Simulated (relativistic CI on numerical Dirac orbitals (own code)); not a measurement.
Calculated at this level of theory: Dirac-Coulomb-Breit CI, KLI orbitals optimised for each configuration, QED by a radiative potential, unscaled Slater integrals (own radial code, finite nucleus).

The strongest absorption lines from the ground level of an ion, among the configurations computed and to levels below about 3100 eV (vacuum wavelength in nm, gf): 0.53747 (0.7), 0.58427 (1.7), 0.58987 (0.058), 0.60037 (0.12), 0.66454 (0.28), 2.7604 (0.79), 4.1756 (0.46), 5.8170 (0.0043).

Task: Which ion is it?
A. Dy46+
B. Dy48+
C. Yb52+
D. Ce40+

Result: B. Dy48+ has 18 electrons and the ground level 3s2 3p6 1S_0; the strongest line goes to 3s2 3p5 4d 1P°_1. The pattern of lines fixes the number of electrons, and along that sequence the line energies rise steadily with the charge (about as its square where n changes within one kind of shell, about linearly where n is kept but much faster in heavy ions where fine structure, which grows about as Z⁴, sets the gap, and irregularly where shells cross), which fixes Z. Configurations outside the model, such as inner-shell arrays, can give stronger lines. At this charge energies of transitions that change n are usually good to better than 1 %, and those within a shell (Δn = 0) to a few per cent.

LS names give the leading component of a level, which can be under half, so a name can repeat, a term be missing and a line seem to break the LS rules.
